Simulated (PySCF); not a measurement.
A structure optimised at r2SCAN-D4/def2-SVP, used in a PySCF frequency run:

```
Si
O 1 1.6867
H 1 1.4889 2 104.88
H 1 1.4924 3 110.38 2 120.19
H 1 1.4943 3 110.21 4 120.48
Se 2 1.8275 1 117.16 3 178.10
H 6 1.4803 2 96.02 1 88.25
```

Question: Write its SMILES and formula.

Answer: [SiH3]O[SeH], H₄OSeSi

Question: What are its rotational constants (standard atomic weights)?

Answer: 26.401, 2.2812, 2.1932 GHz
